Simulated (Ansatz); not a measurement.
Reaction (formal loss of a carbene): `CCB(O)Br` → `[CH2]` (triplet) + `CB(O)Br`

Computed with Ansatz on PBE0-D4/def2-TZVP structures; ΔE is electronic, products minus reactants. CCSD(T)/CBS is the MP2 limit (def2-TZVPP, def2-QZVPP) plus CCSD(T) − MP2 in def2-TZVPP, frozen cores. This one scheme is used for every species. Functionals use def2-TZVPP. B3LYP here is the variant with VWN-RPA as its local correlation; programs differ in this. HSE06 is defined as in plane-wave codes. Triplets are unrestricted, without spin–orbit coupling. For Br outer-core shells are correlated without core-valence functions, which leaves a few kJ/mol of doubt a bond. Scalar relativity is left out up to krypton. Each species was taken in one conformer, which may not be the lowest.

(1) Is it downhill or uphill in electronic energy at CCSD(T)/CBS, and by how much? (An estimate is asked.)

(2) What do these levels give: PBE0-D4, HSE06-D4, PBE-QIDH, B3LYP, CAM-B3LYP, CCSD/def2-TZVPP? (Best estimate.)

(3) What do rigid-rotor, harmonic-oscillator terms from PBE0-D4/def2-TZVP frequencies (298.15 K, 1 bar) make of the CCSD(T)/CBS value? (Best estimate.)

Largest T1 diagnostic among the species: 0.011.

Results:

(1) The calculation gave: Uphill: ΔE = +4.33 eV.

(2) Computed: PBE0-D4 4.28, HSE06-D4 4.28, PBE-QIDH 4.27, B3LYP 4.11, CAM-B3LYP 4.21, CCSD/def2-TZVPP 4.10 eV.

(3) The calculation gave: ΔZPE = -0.31 eV, ΔH = +4.09 eV, ΔS = 160 J/(mol·K), ΔG = +3.59 eV. Open shells count their whole term as degenerate. Modes under 50 cm⁻¹ make the entropy rough.

From r2SCAN to r2SCAN0 (25 % exact exchange), in def2-TZVPP and without D4, ΔE moves by −0.03 eV. Leaving LDA and LC-ωPBE aside and taking each functional with its dispersion term where it has one, the values, not all of them listed here, spread over 0.40 eV, from r2SCAN0-D4 to ωB97X-V. LDA lies +0.77 eV from PBE without D4. The D4 term adds +0.12 eV with B3LYP and +0.06 eV with PBE0; it sums over pairs of atoms, weighted by their polarisabilities, and B3LYP, whose exchange is more repulsive, gets the larger term.
